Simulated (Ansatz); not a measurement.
Calculated with Ansatz (gas phase, PBE0-D4/def2-TZVP geometries, no zero-point term in ΔE). CBS: MP2 limit from def2 TZ/QZ plus the TZ coupled-cluster correction, frozen cores. DFT in def2-TZVPP. HSE06 is defined as in plane-wave codes. For Mg outer-core shells are correlated without core-valence functions, which leaves a few kJ/mol of doubt a bond. One conformer a species, not always the lowest.

Consider the redistribution: `C[N](C)[Mg][N](C)C` + `NBS` → `C[N](C)[Mg][SH]` + `CN(C)BN`.

| level | ΔE (kJ/mol) |
| --- | --- |
| HSE06-D4 | -125.9 |
| CCSD/def2-SVP | -120.2 |
| MP2/def2-QZVPP | -121.4 |
| HF/CBS(def2) | -138.8 |

What does CCSD(T)/CBS give? (Best estimate.)

The calculation gave: -122.7 kJ/mol. The listed levels differ from it by -3.2, 2.5, 1.3, -16.1 kJ/mol.

Largest T1 diagnostic among the species: 0.012.

At CCSD(T), def2-SVP lies +4.3 kJ/mol from the extrapolated value and def2-TZVPP +0.9 kJ/mol. From BLYP to BHLYP (50 % exact exchange), in def2-TZVPP and without D4, ΔE moves by −15.2 kJ/mol. Leaving LDA and LC-ωPBE aside and taking each functional with its dispersion term where it has one, the values, not all of them listed here, spread over 17.1 kJ/mol, from BHLYP-D4 to revPBE-D4. LDA lies −10.7 kJ/mol from PBE without D4.
